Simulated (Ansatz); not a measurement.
`[GaH2][C]1([GeH3])CC1` at its PBE0-D4/def2-TZVP geometry, where that method's forces vanish. Total charge 0; spin multiplicity 1.

```xyz
14

Ga   -0.2979   -1.8745   -0.8492
C    -0.0254   -0.1134   -0.0591
Ge    1.2952    0.0915    1.3435
C    -0.2210    1.0768   -0.9888
C    -1.2555    0.7801    0.0286
H     0.5160   -3.1352   -0.3888
H    -1.3865   -1.9703   -1.9841
H     0.9531   -0.7977    2.5544
H     1.3174    1.5676    1.7990
H     2.6985   -0.2941    0.8377
H     0.4096    1.9466   -0.8346
H    -0.4589    0.8893   -2.0308
H    -2.2088    0.3872   -0.3096
H    -1.3358    1.4462    0.8818
```

Q: What forces (eV/Å) does PBE-D4/def2-TZVPP give on these atoms in Ansatz? (Best estimate.)

A: The calculation gave: 
```
Ga1  0.010 -0.100 -0.019
C2   0.094 -0.197  0.038
Ge3  0.083 -0.024  0.078
C4   0.070  0.120 -0.186
C5  -0.209  0.041  0.091
H6   0.044 -0.071  0.024
H7  -0.063  0.006 -0.062
H8  -0.031 -0.083  0.116
H9  -0.001  0.145  0.041
H10  0.133 -0.036 -0.046
H11  0.137  0.176  0.025
H12 -0.042 -0.031 -0.219
H13 -0.203 -0.076 -0.062
H14 -0.022  0.130  0.182
```
